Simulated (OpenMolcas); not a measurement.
**Sn: effect of the active space**

```json
{
  "Program": "OpenMolcas",
  "Method": "CASSCF or its RAS form",
  "Basis": "ANO-R2",
  "Scalar Hamiltonian": "X2C, finite nucleus",
  "Spin-orbit coupling": "state interaction with AMFI integrals over the reference wave functions, term energies averaged over their components"
}
```

A. 2 electrons in 3 orbitals (5p); 2S+1 = 3 even, 3 roots; 2S+1 = 1 even, 6 roots; cost of the order of 1.8 core-seconds
B. 4 electrons in 4 orbitals (5s 5p); 2S+1 = 3 even, 3 roots; 2S+1 = 1 even, 6 roots; 2S+1 = 5 odd, 1 root; 2S+1 = 3 odd, 5 roots; cost of the order of 8 core-seconds
C. 4 electrons in 8 orbitals (5s 5p 6s 6p); 2S+1 = 3 even, 3 roots; 2S+1 = 1 even, 6 roots; 2S+1 = 5 odd, 1 root; 2S+1 = 3 odd, 5 roots; cost about 11 core-seconds
D. 4 electrons in 9 orbitals (RAS2 5s 5p; RAS3 5d, at most 2 electrons); 2S+1 = 3 even, 3 roots; 2S+1 = 1 even, 6 roots; 2S+1 = 5 odd, 1 root; 2S+1 = 3 odd, 8 roots; 2S+1 = 1 odd, 5 roots (0 in the spin-orbit step); cost about 19 core-seconds

Energies in cm-1 above 5s2 5p2 3P0, the measured ground level; measured values from NIST Handbook of Basic Atomic Spectroscopic Data.

```tsv
Level	A	B	C	D	Measured
5s2 5p2 3P0	0.0	0.0	0.0	0.0	0.0
5s2 5p2 3P1	1369	1474	1386	1416	1692
5s2 5p2 3P2	3089	3183	2994	3135	3428
5s2 5p2 1D2	10356	10522	10048	10331	8613
5s2 5p2 1S0	21803	17621	16661	20093	17162
```

Deviations, from unrounded energies. A percentage is the sum of absolute deviations over the sum of measured energies, with the sign that they share, or ± where signs differ.

```tsv
Against measurement	Levels	A	B	C	D
mean absolute deviation (cm-1)	4	1800	710	670	1300
fine structure of the ground term (%)	2	-12.9	-9.0	-14.4	-11.1
other terms of the ground configuration (%)	2	+24.8	+9.2	±7.5	+18.0
```

C lies closest to measurement on these levels and A furthest from it. The largest miss of C in the table is 5s2 5p2 1D2, by +1400 cm-1. The ranking rests on the paired levels alone, and a cruder setting can come out closer through cancelling errors.

Among A to D the level of the table that moves most is 5s2 5p2 1S0, by 5100 cm-1 (lowest in C, highest in A).

With the s shell closed, the reference lacks s² → p² mixing (holds for A). Active for correlation alone: 6p 6s; no level in the range computed is led by a configuration that fills them, so any true level of that kind is missing (holds for C). Some high roots are left out of the spin-orbit mixing, which shifts the levels that they would mix with (holds for D). Active for correlation alone: 5d; no level in the range computed is led by a configuration that fills it, so any true level of that kind is missing (holds for D). Measured partners are found by configuration, term and J. A level has none where our copy of the source lacks it or the pairing is in doubt (some pairs that miss far off the trend of their configuration count as doubtful), and it then counts in no deviation. Only configurations of the active space appear. Levels that lie high or do not pair safely by name in every column are left out.
